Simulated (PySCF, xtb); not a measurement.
disilazane (H7NSi2), SMILES [SiH3]N[SiH3].

Harmonic wavenumbers (cm⁻¹) from GFN2-xTB (xtb) at its own minimum, in rising order: 72, 92, 199, 329, 541, 568, 576, 595, 724, 751, 770, 794, 798, 809, 840, 993, 1205, 2193, 2207, 2248, 2254, 2270, 2284, 3476.

Task: What does PBE0-D3(BJ)/def2-SVP in PySCF 2.14.0 give at its own minimum? (The exact figures need the calculation; the answer reports its results.)

Result: 29, 74, 218, 375, 606, 640, 707, 725, 828, 919, 930, 931, 956, 965, 991, 1014, 1210, 2204, 2207, 2217, 2225, 2246, 2255, 3610. Paired by order, the mean absolute difference is 77 cm⁻¹ and the zero-point energies are 39.4 and 41.6 kcal/mol.
